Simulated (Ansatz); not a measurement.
Isolated molecules relaxed with PBE0-D4/def2-TZVP in Ansatz; ΔE leaves out vibrations. CBS: MP2 limit from def2 TZ/QZ plus the TZ coupled-cluster correction, frozen cores. This one scheme is used for every species. def2 core potentials past Kr. For Te outer-core shells are correlated without core-valence functions, which leaves a few kJ/mol of doubt a bond.

`[SiH3]C(Cl)[TeH]` + H–F → `FC([SiH3])Cl` + H₂Te  (substitution at a C–Te bond)

```csv
species,CCSD/CBS(def2) energy (Eh)
`[SiH3]C(Cl)[TeH]`,-1057.59048
H–F,-100.38944
`FC([SiH3])Cl`,-889.05452
H₂Te,-268.90026
```

Work out ΔE.

ΔE = (-889.05452) + (-268.90026) − (-1057.59048) − (-100.38944) = 0.02514 Eh = +0.68 eV. CCSD(T)/CBS gives +0.74 eV.

Largest T1 diagnostic among the species: 0.011.

In def2-TZVPP, CCSD(T) changes the Hartree–Fock value by +0.38 eV (the triples alone add +0.06 eV) and MP2 by +0.59 eV. From PBE to PBE0 (25 % exact exchange), in def2-TZVPP and without D4, ΔE moves by +0.04 eV.
